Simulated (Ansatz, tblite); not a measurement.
Forces on Na₆P⁻ at its PBE-D4/def2-SVPD geometry. Total charge -1; singlet.

The xTB rows come from tblite. The restricted singlet is unstable towards broken spin symmetry at other levels; at PBE-D4/def2-TZVPD this wasn't settled. The geometry of the singlet was relaxed on an unsound state (restricted singlet, unstable towards broken spin symmetry at other levels and untested here). Another isomer (singlet) lies 0.31 eV lower at PBE0-D4/def2-TZVPD; other spin states weren't run for this one.

GFN1-xTB (tblite), largest force 0.51 eV/Å:

```xyz
7
positions Å, forces eV/Å
P    -0.713    0.389   -0.289   -0.067    0.043    0.021
Na    1.568   -0.890   -0.798   -0.129   -0.009   -0.480
Na    1.892   -1.646   -4.463   -0.223    0.167    0.290
Na   -0.547    0.910    4.956   -0.064   -0.009   -0.393
Na   -0.821    0.028   -2.913    0.431   -0.249   -0.128
Na    0.093    2.073    1.590   -0.146   -0.297    0.386
Na   -1.471   -0.865    1.918    0.198    0.353    0.305
```

GFN2-xTB (tblite), largest force 0.67 eV/Å:

```
P 0.257 -0.175 -0.094
Na 0.271 -0.232 -0.570
Na -0.338 0.263 0.504
Na -0.082 -0.032 -0.663
Na 0.156 -0.062 -0.015
Na -0.224 -0.038 0.423
Na -0.039 0.277 0.415
```

PBE-D4/def2-TZVPD (Ansatz), largest force 0.03 eV/Å:

```
P 0.008 0.000 0.020
Na -0.031 0.012 -0.011
Na -0.004 0.004 0.009
Na -0.001 -0.002 -0.017
Na 0.020 -0.009 0.017
Na -0.008 -0.023 -0.006
Na 0.016 0.018 -0.011
```
